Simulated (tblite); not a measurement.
Species: C7H5FN (doublet state).
Atom-mapped SMILES: `[H]/[N:1]=[C:2]/[c:3]1[cH:4][cH:5][c:6]([F:7])[cH:8][cH:9]1` (hydrogens: H10 on N1; H11 on C4; H12 on C5; H13 on C8; H14 on C9)
Bond orders are those of one Lewis drawing.

Computed with GFN2-xTB (tblite), gas phase: L-BFGS steps from a force-field or distance-geometry start until the largest atomic force falls under 0.01 eV/Å.

Step 26: E = -682.8526 eV
```
atom  x, y, z in Å  |  force x, y, z in eV/Å
N1      3.2882   -0.4793    0.3614   -0.025   0.006   0.017
C2      2.0918   -0.2860    0.3614    0.011   0.000  -0.012
C3      0.7891   -0.1171    0.0641    0.011  -0.002   0.018
C4      0.2647    1.1814   -0.2233    0.018  -0.007   0.007
C5     -1.0805    1.3610   -0.3996    0.007   0.000  -0.010
C6     -1.9379    0.2702   -0.2993   -0.005  -0.007  -0.045
F7     -3.2681    0.4625   -0.4514   -0.025   0.004  -0.020
C8     -1.4628   -1.0167   -0.0687    0.010  -0.005  -0.001
C9     -0.1214   -1.2183    0.1117    0.024  -0.001   0.002
H10     3.8606   -0.4553    1.2007   -0.005  -0.004  -0.040
H11     0.9486    2.0112   -0.3040    0.001   0.009   0.020
H12    -1.4861    2.3353   -0.6214   -0.010   0.015   0.022
H13    -2.1569   -1.8416   -0.0387   -0.012   0.001   0.021
H14     0.2703   -2.2079    0.2850    0.001  -0.007   0.023
```

Step 27: E = -682.8529 eV
```
atom  x, y, z in Å  |  force x, y, z in eV/Å
N1      3.2879   -0.4796    0.3585   -0.011   0.004   0.020
C2      2.0918   -0.2863    0.3601   -0.006   0.005  -0.012
C3      0.7886   -0.1166    0.0657    0.020  -0.008   0.012
C4      0.2647    1.1820   -0.2219    0.014  -0.011   0.015
C5     -1.0806    1.3608   -0.3985    0.008   0.006  -0.024
C6     -1.9384    0.2700   -0.3004    0.006  -0.004  -0.036
F7     -3.2688    0.4621   -0.4549   -0.005  -0.001  -0.018
C8     -1.4625   -1.0162   -0.0674    0.003  -0.010  -0.017
C9     -0.1211   -1.2185    0.1130    0.012   0.005   0.011
H10     3.8600   -0.4554    1.1981    0.006  -0.006  -0.037
H11     0.9493    2.0120   -0.3002   -0.012   0.000   0.016
H12    -1.4857    2.3345   -0.6228   -0.014   0.023   0.025
H13    -2.1565   -1.8411   -0.0402   -0.017  -0.008   0.028
H14     0.2705   -2.2080    0.2888   -0.004   0.005   0.016
```

Step 28: E = -682.8532 eV
```
atom  x, y, z in Å  |  force x, y, z in eV/Å
N1      3.2868   -0.4798    0.3557   -0.013   0.005   0.029
C2      2.0906   -0.2856    0.3634    0.033   0.000  -0.012
C3      0.7881   -0.1162    0.0677    0.009  -0.007   0.004
C4      0.2649    1.1826   -0.2206   -0.003  -0.014   0.024
C5     -1.0807    1.3606   -0.3983    0.008   0.007  -0.034
C6     -1.9390    0.2696   -0.3029    0.020   0.000  -0.024
F7     -3.2699    0.4616   -0.4589    0.023  -0.006  -0.016
C8     -1.4622   -1.0160   -0.0669   -0.005  -0.010  -0.033
C9     -0.1207   -1.2188    0.1141   -0.008   0.012   0.023
H10     3.8636   -0.4567    1.1921   -0.002  -0.006  -0.043
H11     0.9499    2.0129   -0.2956   -0.023  -0.008   0.013
H12    -1.4858    2.3341   -0.6239   -0.014   0.026   0.027
H13    -2.1565   -1.8405   -0.0416   -0.017  -0.016   0.033
H14     0.2704   -2.2081    0.2935   -0.007   0.017   0.008
```

Step 29: E = -682.8536 eV
```
atom  x, y, z in Å  |  force x, y, z in eV/Å
N1      3.2852   -0.4799    0.3529    0.020  -0.003   0.002
C2      2.0897   -0.2850    0.3662    0.015   0.003  -0.009
C3      0.7878   -0.1159    0.0696   -0.002  -0.006   0.000
C4      0.2650    1.1829   -0.2187   -0.022  -0.006   0.027
C5     -1.0806    1.3605   -0.3987    0.002   0.009  -0.040
C6     -1.9393    0.2691   -0.3064    0.030   0.003  -0.013
F7     -3.2706    0.4607   -0.4644    0.051  -0.011  -0.015
C8     -1.4619   -1.0159   -0.0667   -0.015  -0.011  -0.045
C9     -0.1203   -1.2188    0.1157   -0.031   0.013   0.032
H10     3.8671   -0.4581    1.1848    0.013  -0.005  -0.014
H11     0.9501    2.0138   -0.2896   -0.032  -0.015   0.008
H12    -1.4862    2.3340   -0.6243   -0.008   0.022   0.028
H13    -2.1568   -1.8400   -0.0422   -0.012  -0.018   0.036
H14     0.2702   -2.2079    0.2996   -0.010   0.024   0.001
```

Problem. Estimate the geometry and energy of step 30. (The exact step hangs on the optimiser's Hessian estimate; all steps are aligned on step 29, rigid shifts and turns removed.)

Solution. E = -682.8541 eV, largest force 0.074 eV/Å
```
atom  x, y, z in Å  |  force x, y, z in eV/Å
N1      3.2830   -0.4801    0.3490    0.029  -0.007  -0.026
C2      2.0881   -0.2836    0.3727    0.032  -0.003  -0.007
C3      0.7871   -0.1156    0.0726   -0.022   0.001  -0.001
C4      0.2648    1.1832   -0.2156   -0.040   0.002   0.027
C5     -1.0806    1.3605   -0.4002   -0.004   0.008  -0.036
C6     -1.9392    0.2685   -0.3116    0.035   0.002  -0.004
F7     -3.2708    0.4593   -0.4723    0.071  -0.012  -0.016
C8     -1.4618   -1.0160   -0.0678   -0.020  -0.009  -0.048
C9     -0.1205   -1.2186    0.1185   -0.051   0.012   0.038
H10     3.8746   -0.4607    1.1728    0.019  -0.002   0.014
H11     0.9498    2.0148   -0.2811   -0.034  -0.016   0.003
H12    -1.4870    2.3343   -0.6246    0.001   0.013   0.027
H13    -2.1576   -1.8396   -0.0427   -0.004  -0.015   0.035
H14     0.2695   -2.2069    0.3081   -0.012   0.028  -0.006
```

The energy changes by -0.0005 eV. The first-order estimate −F·Δx gives -0.0007 eV and the mean of the old and new forces, exact on a quadratic surface, -0.0006 eV. The step makes an angle of 76° with the force vector and moves no atom by more than 0.014 Å.

The cost below is that of the whole relaxation. The run took 0.26 s on an Arm Neoverse V1 with one thread, no GPU (shared host).
